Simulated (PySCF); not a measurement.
A GIAO shielding run with PySCF (density fitting, non-relativistic, gas phase) on SMILES C=[N][AlH2-][N+]#CC, C3H7AlN2:

```
$ OMP_NUM_THREADS=1 python probes_run.py task.json out

{"job": {"kind": "nmr", "xc": "PBE0", "basis": "6-31G*", "pop": true}, "charge": 0, "multiplicity": 1}
C     -3.308999     0.202619    -0.529496
N     -2.098767    -0.091730    -0.405052
Al    -0.842356    -1.351524    -0.789059
N      0.825402    -0.305194    -0.231278
C      1.764361     0.281211     0.083386
C      2.938568     1.023910     0.481473
H     -3.734499     1.148093    -0.117990
H     -4.071246    -0.427279    -1.049083
H     -0.455920    -1.584926    -2.326788
H     -0.728555    -2.554961     0.259368
H      3.445092     1.425471    -0.407718
H      2.643973     1.855713     1.137151
H      3.629983     0.363674     1.024535
```

Hardware: 1 thread of an Arm Neoverse V2, shared host. The job also computes population analyses, field gradients.

Problem. How large is the calculation?

Solution. 52 electrons, 102 basis functions and 665 auxiliary functions.

Problem. How long does it take, and how much memory does it need?

Solution. 8.5 s of wall time, with 14 SCF cycles and 5 response iterations; peak memory 0.54 GiB. Times on a shared host scatter by some tens of per cent.

Problem. And these other runs on the same molecule and hardware: GIAO shielding at PBE0/6-311+G(2d,p); GIAO shielding at PBE0/IGLO-III; GIAO shielding at PBE0/aug-cc-pVDZ; GIAO shielding at PBE0/cc-pVDZ; GIAO shielding at PBE0/cc-pVTZ; GIAO shielding at PBE0/def2-SVP?

Solution. PBE0/6-311+G(2d,p): 212 functions, 22 s; PBE0/IGLO-III: 289 functions, 36 s; PBE0/aug-cc-pVDZ: 205 functions, 24 s; PBE0/cc-pVDZ: 123 functions, 11 s; PBE0/cc-pVTZ: 282 functions, 37 s; PBE0/def2-SVP: 123 functions, 9.6 s.
